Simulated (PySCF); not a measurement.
C₆H₅O, SMILES Oc1cc[c]cc1, multiplicity 2. Atoms are numbered in the order given.

```xyz
12

O      0.1201    -2.2253     0.0000
C      0.0298    -0.8771     0.0000
C      1.2271    -0.1496     0.0000
C      1.1977     1.2470     0.0000
C     -0.0387     1.8560     0.0000
C     -1.2427     1.1913     0.0000
C     -1.2004    -0.2086     0.0000
H     -0.7654    -2.6032     0.0000
H      2.1718    -0.6978     0.0000
H      2.1296     1.8188     0.0000
H     -2.2023     1.7151     0.0000
H     -2.1321    -0.7844     0.0000
```
Charge 0, spin multiplicity 2.

The structure is a stationary point at PBE0-D3(BJ)/def2-SVP. The isomer is the one that the SMILES or the coordinates give; other isomers of the formula were not compared. The values are those of a single conformer.

Computed with PBE/pcH-1 (PySCF).

Unrestricted Kohn–Sham, ⟨S²⟩ = 0.756. Hyperfine tensors hold the contact and dipolar terms, without spin-orbit corrections.

Computed hyperfine couplings:
```csv
nucleus,A(iso) (MHz),A(iso) (G),dipolar principal values (MHz)
17O no. 1,-3.2,-1.1,"-1.9, -1.0, 2.9"
13C no. 2,-6.6,-2.4,"-5.4, 1.7, 3.7"
13C no. 3,52.3,18.7,"-5.6, -2.9, 8.5"
13C no. 4,18.9,6.7,"-12.8, -2.3, 15.1"
13C no. 5,393.0,140.2,"-76.7, -60.7, 137.5"
13C no. 6,19.4,6.9,"-13.0, -2.1, 15.1"
13C no. 7,54.1,19.3,"-5.4, -2.9, 8.3"
1H no. 8,0.6,0.2,"-1.1, -0.8, 1.9"
1H no. 9,14.7,5.2,"-3.0, -2.0, 5.0"
1H no. 10,51.1,18.2,"-6.7, -5.5, 12.2"
1H no. 11,52.8,18.8,"-6.6, -5.5, 12.1"
1H no. 12,12.6,4.5,"-3.0, -1.9, 5.0"
```
